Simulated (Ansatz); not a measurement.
Molecule: C₄H₁₁Si, net charge 0, doublet state. It need not be the lowest isomer of its formula. 
Structure (B3LYP-D3(BJ)/def2-TZVP (Ansatz, an electronic-structure program) minimum search):
```xyz
16

C     -0.6486     1.4244     0.5922
C     -0.3447     0.0159     0.2679
C      0.0417    -0.7907     1.5191
C     -1.5048    -0.6646    -0.4780
Si     1.1732     0.0932    -0.9026
H     -0.1325     1.9290     1.3980
H     -1.2659     2.0214    -0.0656
H     -0.8113    -0.8556     2.2004
H      0.8655    -0.3217     2.0606
H      0.3431    -1.8076     1.2598
H     -1.2404    -1.6785    -0.7851
H     -1.7915    -0.1051    -1.3705
H     -2.3818    -0.7276     0.1722
H      0.8311     0.8647    -2.1206
H      1.5867    -1.2776    -1.3094
H      2.3103     0.7441    -0.2104
```
Charge 0, spin multiplicity 2.

Wanted: atomisation energy (electronic, to ground-state atoms), in kcal/mol. Valence correlation only, unless marked. UHF or UKS for open shells. Spin-orbit coupling is left out. Non-relativistic. The coupled-cluster limit lacks core correlation, which all-electron functionals hold. Basis-set limits of correlation are two-point, X^-3; Hartree-Fock from the larger set. The bracket is a focal-point correction in the basis named.

```csv
level,program,atomisation energy (kcal/mol)
HF/cc-pV(T+d)Z,Ansatz,1071.5
PBE-D3(BJ)/def2-TZVPD,Ansatz + dftd3,1419.2
BLYP-D4/def2-TZVPD,Ansatz + dftd4,1393.2
BHLYP-D4/def2-TZVPD,Ansatz + dftd4,1380.0
r2SCAN0-D4/def2-TZVPD,Ansatz + dftd4,1397.9
B2GP-PLYP-D3(BJ)/def2-TZVPD,Ansatz + dftd3,1386.5
B2PLYP-D4/def2-TZVPD,Ansatz + dftd4,1388.4
MP2/6-31G*,Ansatz,1279.3
CCSD/STO-3G,Ansatz,1520.1
"RI-MP2/CBS(cc-pV(T+d)Z,cc-pV(Q+d)Z)+[CCSD(T)-MP2]/cc-pV(T+d)Z",Ansatz,1403.2
```
